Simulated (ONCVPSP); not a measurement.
Pseudopotential generation for osmium (Os): ONCV, PBE, scalar-relativistic.

Input for ONCVPSP 4.0.1:

```
# ATOM AND REFERENCE CONFIGURATION
# atsym  z   nc   nv     iexc    psfile
  Os 76.00    9    5        4      upf
#
#   n    l    f
    1    0    2.00
    2    0    2.00
    2    1    6.00
    3    0    2.00
    3    1    6.00
    3    2   10.00
    4    0    2.00
    4    1    6.00
    4    2   10.00
    4    3   14.00
    5    0    2.00
    5    1    6.00
    5    2    6.00
    6    0    2.00
#
# PSEUDOPOTENTIAL AND OPTIMIZATION
# lmax
    3
#
#   l,   rc,      ep,       ncon, nbas, qcut
    0    1.80    0.00    3    8    5.10
    1    1.70    0.00    4    8    7.10
    2    2.60    0.00    5   10    5.00
    3    0.50    0.00    4    8   19.10
#
# LOCAL POTENTIAL
# lloc, lpopt,  rc(5),   dvloc0
    4    4    0.45    2.00
#
# VANDERBILT-KLEINMAN-BYLANDER PROJECTORs
# l, nproj, debl
    0    2    0.50
    1    2    1.50
    2    1    3.50
    3    3    2.00
#
# MODEL CORE CHARGE
# icmod, fcfact, rcfact
    2    0.50    1.00
#
# LOG DERIVATIVE ANALYSIS
# epsh1, epsh2, depsh
   -5.00    5.00    0.04
#
# OUTPUT GRID
# rlmax, drl
    6.00    0.01
#
# TEST CONFIGURATIONS
# ncnf
    4
# nvcnf
#   n    l    f
    5
    4    3   14.00
    5    0    2.00
    5    1    6.00
    5    2    6.00
    6    0    1.00
#
    5
    4    3   14.00
    5    0    2.00
    5    1    6.00
    5    2    6.00
    6    0    0.00
#
    5
    4    3   14.00
    5    0    2.00
    5    1    6.00
    5    2    5.00
    6    0    0.00
#
    6
    4    3   14.00
    5    0    2.00
    5    1    6.00
    5    2    5.00
    6    0    2.00
    6    1    1.00
#
```

Command:

```bash
oncvpsp.x < Os.dat > Os.out
```

Resulting log (shortened: citation, most of the input echo, consistency checks and plot data are left out):

```
ONCVPSP  (Optimized Norm-Conservinng Vanderbilt PSeudopotential)
scalar-relativistic version 4.0.1

#   n    l    f        energy (Ha)
    1    0    2.00    -2.7150734E+03
    2    0    2.00    -4.7284937E+02
    2    1    6.00    -4.1167993E+02
    3    0    2.00    -1.1003926E+02
    3    1    6.00    -9.2081844E+01
    3    2   10.00    -7.2038625E+01
    4    0    2.00    -2.3222497E+01
    4    1    6.00    -1.7333919E+01
    4    2   10.00    -1.0027450E+01
    4    3   14.00    -1.9101812E+00
    5    0    2.00    -3.3644808E+00
    5    1    6.00    -1.8683286E+00
    5    2    6.00    -2.2987448E-01
    6    0    2.00    -2.2589415E-01

Reference configufation results
  iterations    27
  all-electron total energy (Ha)   -1.72538533D+04

Begin loop to  construct optimized pseudo wave functions
and semi-local pseudopoentials for all angular momenta

Calculating optimized projector #   1

 for l=   0

    Fraction of norm inside rc  0.979008
    Optimizing pswf for qcut=   5.09 a_B^-1,  ecut=  12.96 Ha
    Residual kinetic energy error=  3.89D-05 Ha

    Energy error per electron        Cutoff
         Ha          eV             Ha
         0.01000     0.27211        5.75
         0.00100     0.02721        7.33
         0.00010     0.00272        9.51
         0.00001     0.00027       59.16

Calculating optimized projector #   2

 for l=   0

    Fraction of norm inside rc  0.102117
    Optimizing pswf for qcut=   5.09 a_B^-1,  ecut=  12.96 Ha
    Residual kinetic energy error=  2.00D-04 Ha

    Energy error per electron        Cutoff
         Ha          eV             Ha
         0.01000     0.27211        4.77
         0.00100     0.02721        7.19
         0.00010     0.00272       19.74
         0.00001     0.00027       76.57

WARNING wellstate: negative energy specified for n= 6 l=  1
WARNING scattering state with energy  0.25000000
WARNING will be used for the first projector

   Wellstate for l =  1  n =  6
     eigenvalue =   0.2500
     asymptotic potential =   0.7500
     half-point radius =  3.4338

Calculating optimized projector #   1

 for l=   1

    Fraction of norm inside rc  0.901041
    Optimizing pswf for qcut=   7.09 a_B^-1,  ecut=  25.13 Ha
    Residual kinetic energy error=  1.19D-05 Ha

    Energy error per electron        Cutoff
         Ha          eV             Ha
         0.01000     0.27211        9.76
         0.00100     0.02721       12.19
         0.00010     0.00272       20.27
         0.00001     0.00027       27.59

Calculating optimized projector #   2

 for l=   1

    Fraction of norm inside rc  0.083200
    Optimizing pswf for qcut=   7.09 a_B^-1,  ecut=  25.13 Ha
    Residual kinetic energy error=  2.20D-05 Ha

    Energy error per electron        Cutoff
         Ha          eV             Ha
         0.01000     0.27211        8.55
         0.00100     0.02721       11.64
         0.00010     0.00272       21.48
         0.00001     0.00027       33.39

Calculating optimized projector #   1

 for l=   2

    Fraction of norm inside rc  0.852771
    Optimizing pswf for qcut=   5.01 a_B^-1,  ecut=  12.53 Ha
    Residual kinetic energy error=  2.43D-04 Ha

    Energy error per electron        Cutoff
         Ha          eV             Ha
         0.01000     0.27211        9.14
         0.00100     0.02721       11.31
         0.00010     0.00272       19.04
         0.00001     0.00027       52.47

   Wellstate for l =  3  n =  5
     eigenvalue =   0.0898
     asymptotic potential =   0.5898
     half-point radius = 31.1510

   Wellstate for l =  3  n =  6
     eigenvalue =   2.0898
     asymptotic potential =   2.5898
     half-point radius =  3.6002

Calculating optimized projector #   1

 for l=   3

    Fraction of norm inside rc  0.497474
    Optimizing pswf for qcut=  19.07 a_B^-1,  ecut= 181.76 Ha
    Residual kinetic energy error=  8.18D-01 Ha

    Energy error per electron        Cutoff
         Ha          eV             Ha
         0.01000     0.27211     1049.98
         0.00100     0.02721     1318.01
         0.00010     0.00272     1809.71

Calculating optimized projector #   2

 for l=   3

    Fraction of norm inside rc  0.000002
    Optimizing pswf for qcut=  19.07 a_B^-1,  ecut= 181.76 Ha
    Residual kinetic energy error=  4.18D-06 Ha

    Energy error per electron        Cutoff
         Ha          eV             Ha
         0.01000     0.27211        0.15
         0.00100     0.02721        0.40
         0.00010     0.00272       56.76
         0.00001     0.00027      154.27

Calculating optimized projector #   3

 for l=   3

    Fraction of norm inside rc  0.016429
    Optimizing pswf for qcut=  19.07 a_B^-1,  ecut= 181.76 Ha
    Residual kinetic energy error=  4.15D-02 Ha

    Energy error per electron        Cutoff
         Ha          eV             Ha
         0.01000     0.27211      784.23
         0.00100     0.02721     1343.68
         0.00010     0.00272     1505.57
         0.00001     0.00027     2162.27

Construct Vanderbilt / Kleinmman-Bylander projectors

B matrix Hermiticity error, ll=   0
   1   2    4.7677E-04

  Orthonormal projector coefficients  4.5361E+01  2.1563E+00

B matrix Hermiticity error, ll=   1
   1   2    3.2562E-04

  Orthonormal projector coefficients  2.8179E+01  1.3840E+00

B matrix Hermiticity error, ll=   3
   1   2    5.8218E-06
   1   3   -1.0113E-03
   2   3    1.1457E-06

  Orthonormal projector coefficients -1.0500E+03 -1.6377E+02 -4.2683E+01

Model core correction analysis
  based on d2Exc/dn_idn_j

d2excae - all-electron derivatives

   -2.739773D-02   -1.131001D-02   -7.788487D-03   -2.829859D-03
   -8.601067D-04
   -1.130988D-02   -2.942453D-02   -2.551089D-02   -1.189191D-02
   -1.608803D-03
   -7.788411D-03   -2.551092D-02   -2.531714D-02   -1.535419D-02
   -2.429024D-03
   -2.829842D-03   -1.189194D-02   -1.535422D-02   -1.778381D-02
   -1.114604D-02
   -8.601015D-04   -1.608733D-03   -2.428772D-03   -1.114473D-02
   -2.362596D-02

d2excps - pseudofunction derivatives with no core correction

   -5.226396D-02   -2.398949D-02   -1.159621D-02   -2.307261D-03
   -1.856869D-03
   -2.398969D-02   -2.578800D-02   -2.296924D-02   -9.703812D-03
   -1.519537D-03
   -1.159618D-02   -2.296915D-02   -2.548421D-02   -1.492256D-02
   -2.250789D-03
   -2.307246D-03   -9.703757D-03   -1.492253D-02   -1.910291D-02
   -1.120328D-02
   -1.856890D-03   -1.519524D-03   -2.250542D-03   -1.120203D-02
   -2.353396D-02

rms 2nd derivative error    6.354096E-03

amplitude prefactor, scale prefactor
    8.0860    1.2378

d2excps - pseudofunction derivatives with core correction

   -3.355054D-02   -1.668435D-02   -9.298805D-03   -2.168494D-03
   -1.194435D-03
   -1.668431D-02   -2.202059D-02   -2.107457D-02   -9.550211D-03
   -1.228294D-03
   -9.298733D-03   -2.107446D-02   -2.441910D-02   -1.483947D-02
   -2.113857D-03
   -2.168477D-03   -9.550143D-03   -1.483941D-02   -1.911341D-02
   -1.119162D-02
   -1.194432D-03   -1.228216D-03   -2.113609D-03   -1.119038D-02
   -2.351049D-02

rms 2nd derivative error    2.898584E-03

Pseudoatom total energy -451.334282

Diagnostic tests using Vanderbilt-Kleinman-Bylander pseudopotentials
  1 or more projectors used as specified by nproj input data

   l    rcore       rmatch      e in        delta e   norm test  slope test

   0   1.8018974   1.8566069  -3.3644808   0.0000275   1.0002953   1.0002786
   0   1.8018974   1.8566069  -0.2258941   0.0000238   1.0001063   0.9999466

   1   1.7074509   1.7592928  -1.8683286  -0.0000006   1.0001824   1.0001885
   1   1.7074509   1.7592928   0.2500000   0.0000215   1.0003484   1.0003484

   2   2.6109879   2.6902632  -0.2298745  -0.0000005   0.9999983   1.0000033

   3   0.5009129   0.5161217  -1.9101812   0.0021499   1.0007898   1.0002408
   3   0.5009129   0.5161217   0.0898188   0.0010042   1.0014266   1.0014266
   3   0.5009129   0.5161217   2.0898188   0.0007162   1.0015529   1.0015529

 Testing for bound ghosts
   n   l    E NL Schr. Eq   E Basis Diag.   E Cutoff

       0                      -29.667311     81.75  WARNING - GHOST(-)
   1   0       -3.364453       -3.364309     81.75
   2   0       -0.225870       -0.199487     81.75

       1                      -16.331101    104.32  WARNING - GHOST(-)
   2   1       -1.868329       -1.868251    104.32

       2                       -5.303168     65.13  WARNING - GHOST(-)
   3   2       -0.229875       -0.229742     65.13

       3                     -114.994618   1963.66  WARNING - GHOST(-)
   4   3       -1.908031       -1.830070   1963.66

 Testing for highly-localized positive-energy ghosts
       l    <radius>/rc     E Basis Diag.   E Cutoff

       0        0.807190        2.948806     81.75  WARNING - GHOST(+)

       3        0.882711      375.203090   1963.66  WARNING - GHOST(+)

       3        0.802542      652.021370   1963.66  WARNING - GHOST(+)

Test configuration 0

   n   l     f        eae           eps        diff
   1   0  2.0000-2715.07338289
   2   0  2.0000 -472.84936549
   2   1  6.0000 -411.67992553
   3   0  2.0000 -110.03926245
   3   1  6.0000  -92.08184394
   3   2 10.0000  -72.03862519
   4   0  2.0000  -23.22249729
   4   1  6.0000  -17.33391857
   4   2 10.0000  -10.02745036
   4   3 14.0000   -1.91018119   -1.90803126    2.15D-03
   5   0  2.0000   -3.36448080   -3.36445333    2.75D-05
   5   1  6.0000   -1.86832863   -1.86832921   -5.87D-07
   5   2  6.0000   -0.22987448   -0.22987497   -4.90D-07
   6   0  2.0000   -0.22589415   -0.22587036    2.38D-05

    Total energies and differences
      AE_ref= -1.72538533D+04  AE_tst= -1.72538533D+04  dif=  0.00D+00
      PS_ref= -4.51334282D+02  PS_tst= -4.51334282D+02  dif= -7.39D-13
      PSP excitation error=  7.39D-13

Test configuration 1

   n   l     f        eae           eps        diff
   1   0  2.0000-2715.37036965
   2   0  2.0000 -473.14411200
   2   1  6.0000 -411.97472877
   3   0  2.0000 -110.33436812
   3   1  6.0000  -92.37695357
   3   2 10.0000  -72.33356469
   4   0  2.0000  -23.51781572
   4   1  6.0000  -17.62919982
   4   2 10.0000  -10.32261326
   4   3 14.0000   -2.20533468   -2.21010494   -4.77D-03
   5   0  2.0000   -3.66027807   -3.66341112   -3.13D-03
   5   1  6.0000   -2.16520566   -2.16646501   -1.26D-03
   5   2  6.0000   -0.51959560   -0.52003217   -4.37D-04
   6   0  1.0000   -0.48294298   -0.48308842   -1.45D-04

    Total energies and differences
      AE_ref= -1.72538533D+04  AE_tst= -1.72535014D+04  dif=  3.52D-01
      PS_ref= -4.51334282D+02  PS_tst= -4.50982170D+02  dif=  3.52D-01
      PSP excitation error= -1.54D-04

Test configuration 2

   n   l     f        eae           eps        diff
   1   0  2.0000-2715.70820885
   2   0  2.0000 -473.47894437
   2   1  6.0000 -412.30964734
   3   0  2.0000 -110.66934890
   3   1  6.0000  -92.71194032
   3   2 10.0000  -72.66837248
   4   0  2.0000  -23.85293710
   4   1  6.0000  -17.96426499
   4   2 10.0000  -10.65750964
   4   3 14.0000   -2.54008427   -2.55476025   -1.47D-02
   5   0  2.0000   -3.99490762   -4.00300354   -8.10D-03
   5   1  6.0000   -2.50006319   -2.50366787   -3.60D-03
   5   2  6.0000   -0.84242710   -0.84383113   -1.40D-03

    Total energies and differences
      AE_ref= -1.72538533D+04  AE_tst= -1.72528797D+04  dif=  9.74D-01
      PS_ref= -4.51334282D+02  PS_tst= -4.50359859D+02  dif=  9.74D-01
      PSP excitation error= -8.57D-04

Test configuration 3

   n   l     f        eae           eps        diff
   1   0  2.0000-2716.21560750
   2   0  2.0000 -473.98818263
   2   1  6.0000 -412.81890238
   3   0  2.0000 -111.17600786
   3   1  6.0000  -93.21860051
   3   2 10.0000  -73.17551167
   4   0  2.0000  -24.35850478
   4   1  6.0000  -18.46982775
   4   2 10.0000  -11.16310435
   4   3 14.0000   -3.04472012   -3.05349730   -8.78D-03
   5   0  2.0000   -4.49186805   -4.49835615   -6.49D-03
   5   1  6.0000   -2.98701657   -2.99036987   -3.35D-03
   5   2  5.0000   -1.28566109   -1.28540404    2.57D-04

    Total energies and differences
      AE_ref= -1.72538533D+04  AE_tst= -1.72518196D+04  dif=  2.03D+00
      PS_ref= -4.51334282D+02  PS_tst= -4.49298751D+02  dif=  2.04D+00
      PSP excitation error= -1.86D-03

Test configuration 4

   n   l     f        eae           eps        diff
   1   0  2.0000-2715.23995316
   2   0  2.0000 -473.01958626
   2   1  6.0000 -411.85001310
   3   0  2.0000 -110.20822124
   3   1  6.0000  -92.25078975
   3   2 10.0000  -72.20797223
   4   0  2.0000  -23.39095486
   4   1  6.0000  -17.50242451
   4   2 10.0000  -10.19611767
   4   3 14.0000   -2.07845192   -2.06762345    1.08D-02
   5   0  2.0000   -3.52864118   -3.52470556    3.94D-03
   5   1  6.0000   -2.02542109   -2.02391373    1.51D-03
   5   2  5.0000   -0.35460265   -0.35315768    1.44D-03
   6   0  2.0000   -0.29762269   -0.29777558   -1.53D-04
   6   1  1.0000   -0.08841635   -0.08853814   -1.22D-04

    Total energies and differences
      AE_ref= -1.72538533D+04  AE_tst= -1.72536290D+04  dif=  2.24D-01
      PS_ref= -4.51334282D+02  PS_tst= -4.51110649D+02  dif=  2.24D-01
      PSP excitation error=  7.20D-04
```

Note: ghosts flagged at negative energy: s at -807.3 eV, p at -444.4 eV, d at -144.3 eV, f at -3129.2 eV; GHOST(+) flagged for s at 80.2 eV. A true bound ghost makes a file unfit for plane-wave use.

The run took about 9.9 s on one core of a shared server CPU.
